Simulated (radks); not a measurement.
The mean radii <r> (bohr) of the occupied orbitals of an atom or ion are listed with their occupations. Calculated with a radial shooting solver on a logarithmic mesh with Libxc functionals: non-relativistic Kohn-Sham, PBEsol, spin-polarised, spherical densities, point nucleus.

| orbital | occ. | <r> |
|---|---|---|
| 1s down | 1 | 0.06424 |
| 1s up | 1 | 0.06424 |
| 2s up | 1 | 0.2965 |
| 2s down | 1 | 0.2961 |
| 2p up | 3 | 0.2614 |
| 2p down | 3 | 0.2609 |
| 3s up | 1 | 0.8955 |
| 3s down | 1 | 0.8977 |
| 3p up | 3 | 0.9398 |
| 3p down | 3 | 0.9438 |
| 3d up | 3 | 1.091 |

Name the element and its charge. Open shells, if any, are filled with parallel spins first.

Answer. Z = 24, chromium, charge +3: Cr3+ in [Ar] 3d3. The 1s radius gives Z: for a bare nucleus <r> = 1.5/Z, 0.0625 bohr for Z = 24, and screening makes it slightly larger (0.06424 here). The occupations add up to 21, and the charge is Z minus that.
